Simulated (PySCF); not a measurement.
**Electron correlation in Si (silicon, neutral)**

[Ne] 3s2 3p2, high-spin 3P determinant. All numbers are calculated (PySCF 2.14, the non-relativistic Hamiltonian (point nucleus), in aug-cc-pwCVDZ). Frozen: 1s2; 12 electrons correlated.

```
  level  correlation energy (mhartree)
   CCSD                        -205.35
    (T)                          -2.85
CCSD(T)                        -208.20
```

Diagnostics: T1 = 0.0072, D1 = 0.0316, largest double amplitude 0.075.

Cost of the coupled-cluster step: about 1.6 core-seconds, for 12 correlated electrons.
